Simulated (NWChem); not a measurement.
System: C₃H₄O₂; SMILES O=C1COC1

```xyz
9

O      0.0000     0.0000     1.8661
C      0.0000     0.0000     0.6632
C      0.0000     1.0535    -0.4542
O      0.0000     0.0000    -1.4390
C      0.0000    -1.0535    -0.4542
H      0.9065     1.7022    -0.4922
H     -0.9065     1.7022    -0.4922
H      0.9065    -1.7022    -0.4922
H     -0.9065    -1.7022    -0.4922
```
Atoms are numbered in this order, from 1.

Results from NWChem. Coordinates come from a PBE-D3(BJ)/def2-SVP optimisation. Vzz is the largest principal value of the second derivative of the potential at the nucleus (NWChem prints the opposite sign); η is the asymmetry. Non-relativistic.

### Question
Predict the results for B3LYP/def2-SVP. Quantities: Vzz O1 (a.u.); η O1; Vzz O4 (a.u.); η O4.

### Answer
The vzz O1 (a.u.) comes out as -1.779 and the η O1 is 0.46. The vzz O4 (a.u.) is -2.000 and the η O4 is 0.78.
